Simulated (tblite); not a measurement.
fluorine atom (F), doublet; GFN1-xTB run with tblite.

tblite was given this input:
```
$ tblite run mol.xyz --method gfn1 --charge 0 --spin 1 --efield 0,0,0.1 --json tblite.json --no-restart

# file mol.xyz
1

F      0.00000000     0.00000000     0.00000000
```

Output, abridged:

```
xTB calculator
 | screened Coulomb repulsion
 | Coulomb electrostatics
 |  * isotropic Klopman-Ohno-Mataga-Nishimoto electrostatics
 |  * onsite third-order electrostatics
 | DFT-D3(BJ) dispersion correction
 | Interactions (1)
 | [1] electric field

halogen bonding energy    0.0000000000000E+00 Eh
repulsion energy          0.0000000000000E+00 Eh
dispersion energy         0.0000000000000E+00 Eh
interaction energy        0.0000000000000E+00 Eh
number of electrons       7.0000000000000E+00 e
integral cutoff           1.4084350578267E+01 bohr

------------------------------------------------------------
  cycle        total energy    energy error   density error
------------------------------------------------------------
      1     -4.996946115061  -4.9969461E+00   5.8570947E-04
      2     -4.996946115061   6.2172489E-15   3.5142567E-04
      3     -4.996946115061  -1.5099033E-14   1.3020319E-10
------------------------------------------------------------

electronic energy        -4.9969461150610E+00 Eh
total energy             -4.9969461150610E+00 Eh

Post processing:
 | Mayer-Wiberg bond orders

[Info] JSON dump of results written to 'tblite.json'
```
